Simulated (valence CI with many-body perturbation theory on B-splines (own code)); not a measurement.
## Ru XXXI: fill in the table

Calculated by valence CI with perturbative core correlation (CI+MBPT): four valence electrons over a frozen Dirac-Fock core [Ne], a basis of 11 s, 11 p, 9 d, 7 f, 5 g, 2 h, 1 i functions for each j, with the one-electron correlation potential Σ1, the two-electron term Σ2, the three-electron term Σ3, Breit, model QED; selected CI, second order for the rest (own B-spline code, finite nucleus).

No measured spectrum was set against this ion. As an estimate, large intervals hold to a few tenths of a per cent, small ones and those within an open d or f shell to about a per cent.

```csv
Level,E (cm⁻¹)
(3s^2 3p1/2^2) J=0,0
(3s^2 3p1/2 3p3/2) J=1,?
(3s^2 3p1/2 3p3/2) J=2,?
(3s^2 3p3/2^2) J=2,?
(3s^2 3p3/2^2) J=0,569940
(3s 3p1/2^2 3p3/2) J=2,791270
(3s 3p1/2^2 3p3/2) J=1,918150
(3s 3p1/2 3p3/2^2) J=2 [a],994240
(3s 3p1/2 3p3/2^2) J=3,1054700
(3s^2 3p1/2 3d3/2) J=2,1091700
(3s 3p1/2 3p3/2^2) J=0,1138800
(3s 3p1/2 3p3/2^2) J=1 [a],1161200
(3s 3p1/2 3p3/2^2) J=2 [b],1199700
(3s^2 3p1/2 3d5/2) J=3,1243900
(3s 3p1/2 3p3/2^2) J=1 [b],?
(3s^2 3p1/2 3d5/2) J=2,1290500
(3s^2 3p1/2 3d3/2) J=1,?
(3s 3p3/2^3) J=2,1341400
(3s^2 3p3/2 3d5/2) J=4,1424700
(3s^2 3p3/2 3d3/2) J=1,?
```

Levels are named by their leading jj configuration (3d3/2^4 stands for four electrons in 3d with j = 3/2), which in mixed levels can hold well under half, so a name can repeat and another be missing. Letters in brackets count levels of one name in rising energy.

(1) The levels stand in rising order. What does the calculation give for the missing energies?

Results:

(1) (3s^2 3p1/2 3p3/2) J=1 207530; (3s^2 3p1/2 3p3/2) J=2 245690; (3s^2 3p3/2^2) J=2 481570; (3s 3p1/2 3p3/2^2) J=1 [b] 1252500; (3s^2 3p1/2 3d3/2) J=1 1300700; (3s^2 3p3/2 3d3/2) J=1 1462800.
